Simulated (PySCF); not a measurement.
H6NSi2, SMILES [SiH3][N][SiH3] (connectivity only; charge and spin as stated), charge -1, multiplicity 1.

Geometry: B3LYP-D3(BJ)/def2-SVPD. The spin state was assumed, not searched. The isomer is the one that the SMILES or the coordinates give; other isomers of the formula were not compared.

These are r2SCAN/def2-TZVPD (PySCF) values and carry that method's errors.

Isolated molecule, no solvent.

Q: Estimate the frontier levels, gap, dipole moment and polarisability. (The exact figures need the calculation; the answer reports its results.)

A: 
The highest occupied level is -0.48 eV, the lowest empty level is 4.05 eV and the orbital gap is 4.53 eV. The dipole moment about the centre of nuclear charge is 0.39 D and the mean static polarisability is 84.8 bohr³ (12.56 Å³). The polarisability, principal values is 75.1, 75.5, 103.7 bohr³.
